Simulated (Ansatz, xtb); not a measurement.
# Relative energy of two isomers of FH2OSi2

Structure a is `F[SiH]O[SiH]`, a doublet and structure b is `F[Si]O[SiH2]`, a doublet. Both are isolated molecules in the gas phase, relaxed with B3LYP/6-31G*; the shapes shown needn't be the lowest conformers.

a (Å):

```xyz
6

F     0.7748   -0.1427    1.4137
O    -0.9659    0.4391   -0.5211
Si   -2.5755   -0.0112   -0.3927
Si    0.4573    0.8844    0.2058
H    -2.7533    0.2195    1.1262
H     1.5424    0.7261   -0.8160
```

b (Å):

```xyz
6

F    -3.0259   -0.0845   -1.8932
O    -1.5476    1.1728   -0.2448
Si   -3.1406    0.9733   -0.6574
Si    0.0361    0.7264   -0.5809
H     0.9248    1.4821    0.3497
H     0.3749    1.0639   -1.9965
```

Estimate E(b) − E(a) at the level CCSD(T)/def2-SVP.

Calculated at CCSD(T)/def2-SVP: E(b) − E(a) = −16.8 kcal/mol, so structure b lies lower.

How the difference moves with the method:

| level | geometry | E(b) − E(a) (kcal/mol) | departure from the last row (kcal/mol) | job, with rough time for the two |
| --- | --- | --- | --- | --- |
| GFN2-xTB | GFN2-xTB | −10.2 | +6.5 | optimisation, 1 s |
| HF/STO-3G | GFN2-xTB | −16.7 | 0.0 | single point, 2.9 s |
| r2SCAN-D4/def2-SVP | GFN2-xTB | −17.0 | −0.2 | single point, 17 s |
| B3LYP/6-31G* | B3LYP/6-31G* | −16.7 | 0.0 | optimisation, 6.1 min |
| HF/def2-SVP | B3LYP/6-31G* | −14.4 | +2.3 | part of the CCSD(T) run |
| MP2/def2-SVP | B3LYP/6-31G* | −19.7 | −3.0 | part of the CCSD(T) run |
| CCSD(T)/def2-SVP | B3LYP/6-31G* | −16.8 |  | single point, 48 s |

As drawn, both hold the same kinds of bond in the same numbers.

The levels shown agree on the order. The largest departure from CCSD(T)/def2-SVP is that of GFN2-xTB, 6.5 kcal/mol. MP2 in a larger basis moves the difference by −0.3 kcal/mol, a step that isn't added because spin contamination makes open-shell MP2 unreliable in this search.

With harmonic frequencies from B3LYP/6-31G* (ideal gas, rigid rotor, one conformer each, 298.15 K, 1 atm): on the last row, ΔE + ΔZPE = −16.3 kcal/mol. A mode under 50 cm⁻¹ makes harmonic enthalpies and free energies unreliable, so none is given.

Open shells are spin-unrestricted, with notable spin contamination under HF/def2-SVP, MP2/def2-SVP, CCSD(T)/def2-SVP. The correlated steps freeze 12 core orbitals. Run with Ansatz 0.2.0, xtb 6.7.1; the last row on 1 thread of Intel(R) Xeon(R) Processor @ 2.50GHz (Skylake/Cascade Lake) on a shared host.
